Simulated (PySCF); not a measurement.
Species: (ClSi)4O6 adamantane, Cl4O6Si4.
Geometry (PBE0-D3(BJ)/def2-SVP, Å), atoms numbered from 1 in this order:
```xyz
14
Cl4O6Si4 angstrom
Si    -0.5713   -0.0526    1.6360
Cl    -1.2350   -0.1024    3.5256
O      1.0772    0.1476    1.5316
Si     1.7165    0.2073   -0.0029
Cl     3.7069    0.4516   -0.0095
O      1.2354   -1.1983   -0.7505
Si    -0.4024   -1.4871   -0.7932
Cl    -0.8588   -3.2039   -1.7224
O     -0.9143   -1.4433    0.7889
O     -1.0807   -0.1562   -1.5255
Si    -0.7482    1.3167   -0.8278
Cl    -1.6174    2.8499   -1.7800
O     -1.2379    1.1912    0.7564
O      0.9105    1.4357   -0.7834
```

Method: TDDFT PBE0/def2-SVPD, vertical, gas phase, core orbitals frozen in the response (PySCF).

Kohn–Sham orbitals with the atoms that hold most of them (Löwdin shares over 4%, at most four atoms; ? is withheld):

```tsv
orbital	ε (eV)	atoms
HOMO-3	-10.38	Cl12 25%, Cl2 20%, Cl5 15%, Cl8 7%
HOMO-2	-10.24	O6 33%, O10 22%, O9 14%, Cl2 7%
HOMO-1	-10.24	O13 34%, O9 18%, O3 16%, Cl5 7%
HOMO	-10.23	O14 33%, O3 17%, O10 13%, Cl8 7%
LUMO	?	Cl8 10%, Cl5 10%, Cl2 10%, Cl12 9%
LUMO+1	0.22	Si11 10%, Si1 10%, Si7 10%, Si4 10%
LUMO+2	0.29	Cl5 20%, Cl8 15%, Si4 8%, Cl2 8%
```

Problem. What is the LUMO energy, and the HOMO–LUMO gap?

Solution. ε(LUMO) = -0.92 eV; the gap is 9.32 eV (0.3424 hartree).

Within 0.03 eV of a neighbour in this list lie HOMO-2/HOMO-1/HOMO (point group found: Td); within a degenerate set the shares of single atoms can hang on how the components are chosen.

Problem. The HOMO–LUMO gap is 9.32 eV. Where does the response calculation put the lowest singlet, and from which orbitals?

Solution. S1 is at 8.11 eV (f = 0.0000), 1.21 eV below the gap, made of HOMO-2/HOMO-1/HOMO→LUMO (≥89%). S1/S2/S3 lie within about 0.01 eV of each other. 

Next come S2 at 8.11 eV (f 0.0000), HOMO-2/HOMO-1/HOMO→LUMO (≥85%); S3 at 8.11 eV (f 0.0000), HOMO-2/HOMO-1/HOMO→LUMO (≥84%); S4 at 8.34 eV (f 0.0019), HOMO-4→LUMO (55%), HOMO-3→LUMO (18%); S5 at 8.34 eV (f 0.0035), HOMO-3→LUMO (30%), HOMO-7→LUMO (30%), HOMO-4→LUMO (22%).

Orbitals of the list HOMO-3 to LUMO+2 that lie within 0.01 eV of each other are written together with a slash and their weights summed (≥ marks a lower bound); for degenerate orbitals outside that list single weights are arbitrary.

Hardware: an Intel Xeon Platinum 8259CL at 2.50 GHz with 2 threads, shared host. Cost: 2.4 min wall, 5.2 min CPU (with the writing of density and orbital grids), 2.2 GiB resident at most.

One conformer stands for the species.
